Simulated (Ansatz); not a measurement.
A nudged elastic band was laid between two geometries of Cl2GeH2 + FH (7 atoms, charge 0, multiplicity 1).

Theory: RKS B3LYP/def2-SVP (Ansatz 0.2.0).

```
movable images  : 7
climbing image  : yes
spring          : 5.0 eV/Å²
optimiser       : quadratic models (default)
start path      : straight line
force threshold : 0.05 eV/Å
iteration limit : 60
end points      : relaxed
```

Initial state:

```xyz
7
Properties=species:S:1:pos:R:3
Ge 0.342 -0.119 -0.087
H 0.528 -0.397 1.403
H 1.608 0.234 -0.879
Cl -0.975 1.632 -0.285
Cl -0.609 -1.798 -1.052
F -2.207 -0.143 1.882
H -2.203 0.591 1.305
```

Final state:

```xyz
7
Properties=species:S:1:pos:R:3
Ge -0.876 0.030 -0.825
H 1.007 -0.021 3.497
H 0.560 0.250 -1.297
Cl -2.155 1.676 -1.333
Cl -1.701 -1.804 -1.572
F -0.878 -0.089 0.909
H 0.526 -0.043 2.908
```

Q: What changes between the two ends?

A: Bonds broken: Ge1–H2, F6–H7. Bonds formed: Ge1–F6, H2–H7. Cl2GeH2 + FH becomes Cl2FGeH + H2.

Q: Give the energies along the band, and the barrier.

A: The run converged. The highest image is number 4 of 0 to 8, 38.5 kcal/mol above the first end and 46.7 kcal/mol above the last; the last end lies 8.2 kcal/mol below the first. Neighbouring images differ by up to 1.8 eV, so the band resolves the path poorly. The order of the stationary point at the top wasn't checked. The orbitals stay closed-shell, which can raise the energy where a bond breaks towards radicals; this wasn't checked here.

```json
{"image": "0", "path coordinate (Å)": "0.00", "energy (kcal/mol)": "0.0", "Ge1–H2 (Å)": "1.53", "F6–H7 (Å)": "0.93", "Ge1–F6 (Å)": "3.22"}
{"image": "1", "path coordinate (Å)": "1.74", "energy (kcal/mol)": "0.0", "Ge1–H2 (Å)": "1.53", "F6–H7 (Å)": "0.93", "Ge1–F6 (Å)": "3.21"}
{"image": "2", "path coordinate (Å)": "3.49", "energy (kcal/mol)": "0.7", "Ge1–H2 (Å)": "1.53", "F6–H7 (Å)": "0.93", "Ge1–F6 (Å)": "3.42"}
{"image": "3", "path coordinate (Å)": "5.23", "energy (kcal/mol)": "0.8", "Ge1–H2 (Å)": "1.53", "F6–H7 (Å)": "0.93", "Ge1–F6 (Å)": "2.80"}
{"image": "4", "path coordinate (Å)": "6.98", "energy (kcal/mol)": "38.5", "Ge1–H2 (Å)": "1.82", "F6–H7 (Å)": "1.25", "Ge1–F6 (Å)": "2.00"}
{"image": "5", "path coordinate (Å)": "8.48", "energy (kcal/mol)": "-3.1", "Ge1–H2 (Å)": "3.02", "F6–H7 (Å)": "2.06", "Ge1–F6 (Å)": "1.74"}
{"image": "6", "path coordinate (Å)": "9.99", "energy (kcal/mol)": "-8.0", "Ge1–H2 (Å)": "4.29", "F6–H7 (Å)": "2.45", "Ge1–F6 (Å)": "1.74"}
{"image": "7", "path coordinate (Å)": "11.49", "energy (kcal/mol)": "-8.1", "Ge1–H2 (Å)": "4.61", "F6–H7 (Å)": "2.46", "Ge1–F6 (Å)": "1.74"}
{"image": "8", "path coordinate (Å)": "12.99", "energy (kcal/mol)": "-8.2", "Ge1–H2 (Å)": "4.71", "F6–H7 (Å)": "2.44", "Ge1–F6 (Å)": "1.74"}
```

Q: What is the geometry of the highest image?

A: 
```xyz
7
Properties=species:S:1:pos:R:3
Ge -0.296 -0.055 -0.069
H -1.130 0.859 1.266
H 1.178 -0.364 -0.322
Cl -0.573 1.820 -1.185
Cl -1.739 -1.425 -0.878
F -0.148 -0.949 1.719
H -0.810 0.113 1.756
```

Time of the run: 13 min on 2 threads of Arm Neoverse V2, on a shared host, peak memory 0.24 GiB.
